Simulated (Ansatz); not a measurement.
`B[CH2][SnH3]` → B• + C• + 7 H• + Sn•  (atomization)

Computed with Ansatz on PBE0-D4/def2-TZVP structures; ΔE is electronic, products minus reactants. CCSD(T)/CBS is the MP2 limit (def2-TZVPP, def2-QZVPP) plus CCSD(T) − MP2 in def2-TZVPP, frozen cores. This one scheme is used for every species, atoms too. Functionals use def2-TZVPP. B3LYP here is the variant with VWN-RPA as its local correlation; programs differ in this. No spin–orbit coupling; open shells (•) take unrestricted orbitals. Spin–orbit coupling would lower the free atoms: a little for B, C; strongly for Sn. Elements past krypton have def2 core potentials. For Sn outer-core shells are correlated without core-valence functions, so the limit isn't a true one: a few kJ/mol of doubt a bond, and 10 to 20 or more in all where bonds break to atoms.

Problem. What is ΔE at CCSD(T)/CBS? (An estimate is asked.)

Solution. Computed: +32.16 eV.

Problem. What do these levels give: PBE-D4, r2SCAN-D4, PBE0-D4, B2PLYP, PBE-QIDH, BLYP, PBE0, B3LYP, CAM-B3LYP, CCSD/def2-TZVPP, CCSD(T)/def2-TZVPP, MP2/CBS(def2)? (Estimate.)

Solution. Computed: PBE-D4 32.11, r2SCAN-D4 32.15, PBE0-D4 31.97, B2PLYP 31.71, PBE-QIDH 31.87, BLYP 31.37, PBE0 31.82, B3LYP 31.82, CAM-B3LYP 32.11, CCSD/def2-TZVPP 31.20, CCSD(T)/def2-TZVPP 31.54, MP2/CBS(def2) 31.93 eV.

Largest T1 diagnostic among the species: 0.014.

From r2SCAN to r2SCAN0 (25 % exact exchange), in def2-TZVPP and without D4, ΔE moves by −0.21 eV: exact exchange takes away binding that semilocal exchange gives to molecules. At CCSD(T), def2-SVP lies −1.69 eV from the extrapolated value and def2-TZVPP −0.63 eV: correlation converges slowly with the basis, and small sets miss more of it in the bonded molecule than in its fragments.

For atomizations the MP2-based limit and the directly extrapolated one differ by several kJ/mol either way, and by 10 to 25 for some Ge, Se and Sn compounds, so smaller differences from it don't rank the levels.
